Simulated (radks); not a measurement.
Results of a calculation; reference values are marked as such.
Initial-state core-level shifts of the silicon ion Si2+ when its valence configuration changes from [Ne] 3s2. Code: a radial shooting solver on a logarithmic mesh with Libxc functionals. Model: scalar-relativistic Kohn-Sham, r2SCAN, spin-polarised, spherical densities, finite nucleus; open shells are filled with parallel spins first; meta-GGA in the generalised Kohn-Sham scheme; Fermi nuclear charge, rms radius 3.1224 fm. Shifts are changes of the shell-averaged eigenvalues in eV (positive: less bound); the change of the density at the nucleus, which sets a Mossbauer isomer shift, is in e/bohr^3, on a base of 1913.

| valence | 1s | 2s | 2p | density at nucleus |
|---|---|---|---|---|
| 3s1 3p1 | -1.092 | -1.122 | -1.093 | -5.8540 |
| 3s1.5 3p0.5 | -0.693 | -0.684 | -0.677 | -2.9722 |
| 3s0.5 3p1.5 | -1.884 | -1.887 | -1.854 | -8.9263 |
| 3p2 | -2.680 | -2.652 | -2.616 | -11.9467 |
